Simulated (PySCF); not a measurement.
Bonds (- single, = double, # triple, : aromatic): C1-O2, O2-Si3, Si3-C4, C4=O5, C4-O6, O6-C7, C7-C8, C7-C9. C1 carries H10, H11, H12; Si3 carries H13, H14; C7 carries H15; C8 carries H16, H17, H18; C9 carries H19, H20, H21.

- geometry from GFN2-xTB
- shielding tensors at PBE0/pcSseg-1 (GIAO)
- program: PySCF 2.14
- no relativistic terms, one computed conformer, isolated molecule, averaged over atoms made equivalent by symmetry, fast rotation or ring inversion

Shifts are taken against calculated references (same method and geometry level): 13C (186.93 ppm), 1H (31.72 ppm), 29Si (349.16 ppm) against TMS; 17O (336.08 ppm) vs H2O.

```csv
atoms,nucleus,count,δ (ppm)
C8/C9,13C,2,?
O6,17O,1,?
H13/H14,1H,2,4.86
O2,17O,1,-5.6
H16/H17/H18/H19/H20/H21,1H,6,1.27
C4,13C,1,190.1
Si3,29Si,1,?
C7,13C,1,67.2
H15,1H,1,5.49
H10/H11/H12,1H,3,?
C1,13C,1,53.4
O5,17O,1,500.7
```

Question: Estimate the values marked ?.

Answer: 
- C8/C9: 23.9 ppm, methyl carbon; aliphatic region, no heteroatom directly attached
- H10/H11/H12: 4.18 ppm, hydrogen on a methyl carbon bonded to O; its carbon carries O, which withdraws density
- O6: 268.5 ppm, ester alkoxy oxygen
- Si3: -51.7 ppm, silicon bonded to C, O, 2 H

Shifts are as computed. Against solution values, carbons near 30 ppm lie about +3 ppm off and those near 130 ppm about +5 ppm. Of 1211 compounds with measured shifts, 218 miss one by over three times the rms of a fit or turn the order of signals round; such compounds aren't used in these exercises. Unscaled 17O shifts of doubly bonded oxygen tend to come out too high, by tens of ppm or more. Experimental scales use liquid or dissolved standards, which lie at an offset from isolated H2O (liquid H2O: subtract about 36 ppm).
